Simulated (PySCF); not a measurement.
**Question.** Give a PBE/cc-pVDZ geometry of InChI=1S/C4H7NSi/c5-4-2-1-3-6-4/h1-3H,5-6H2.

**Answer.** 
Z-matrix in Å and degrees, rows numbered from 1:
```
N 
C   1  1.3787
C   2  1.3767  1  126.81
C   3  1.4691  2  116.10  1   176.10
C   4  1.3696  3  119.44  2    -0.14
Si  5  1.8709  4  105.76  3    -0.32
H   1  1.0243  2  117.10  3    18.27
H   1  1.0203  2  117.32  3   157.54
H   3  1.1028  2  123.34  1    -3.86
H   4  1.1044  3  118.48  2   179.47
H   5  1.0969  4  123.29  3   179.41
H   6  1.5142  2  111.39  1    64.21
H   6  1.5122  2  111.77  1   -56.14
```

The 3 C–C bonds span 1.370 Å (C4=C5, drawn double) to 1.469 Å (C3–C4, drawn single), a spread of 0.099 Å. The 5-membered ring C2–C3–C4–C5–Si6 has internal angles of 92.9° to 119.4°; it is planar, 0.00 Å rms from its mean plane, widest ring torsion 1°. The 6 heavy atoms lie in one plane (0.017 Å rms). Si6 (SiH2 silicon) has angles from 92.9° to 116.4°.

Method used: PBE/cc-pVDZ geometry optimisation, gas phase (PySCF 2.14.0).

Whether it is a minimum is left open (no frequencies).
